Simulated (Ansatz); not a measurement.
Ansatz (a quantum-chemistry and plane-wave program) input file for O₂S₂, SMILES O=[S][S]=O (connectivity only; charge and spin as stated), neutral, multiplicity 1, PBE/def2-SVPD. Coordinates come from a PBE0-D3(BJ)/def2-SVP optimisation. Other conformers were not sampled.

Ansatz 0.2 input:
```yaml
crystal:
  periodic: [false, false, false]
  atoms:
    - {symbol: O, position_ang: [0.00000000, -1.55535716, -0.92208481]}
    - {symbol: S, position_ang: [0.00000000, -1.01317155, 0.46104241]}
    - {symbol: S, position_ang: [0.00000000, 1.01317156, 0.46104240]}
    - {symbol: O, position_ang: [0.00000000, 1.55535715, -0.92208481]}
basis:
  gaussian:
    orbitals: def2-SVPD
hamiltonian:
  xc: {name: PBE}
```

It prints:

```
WARN ansatz: RAYON_NUM_THREADS=1 ignored (pool sized by the plan → 1); use --threads N
Functional definition: PBE
integrals: 0.04 GiB planned
910 factors; their error is unknown
mean field: 0.26 GiB planned
mean field evaluation 1: about -25725.8524 eV, gradient 8.7e1 eV
mean field evaluation 2: about -25491.3302 eV, gradient 3.0e2 eV
mean field evaluation 4: about -25739.9609 eV, gradient 1.3e1 eV
mean field evaluation 8: about -25740.4223 eV, gradient 5.0e-1 eV
mean field evaluation 16: about -25740.3963 eV, gradient 5.3e-5 eV
mean field -25740.39626249 eV, -945.9421151792 hartree, gradient 5.2e-5 eV, S^2 0.000000; 0 other end points of the search recorded, 0 dependent functions left out
reference -25740.39631230 eV, -945.9421170098 hartree; 24, 24 occupied and 76, 76 virtual orbitals, 910 factors
Total energy: -25740.39631230 eV, -945.9421170098 hartree
```

The run converged.
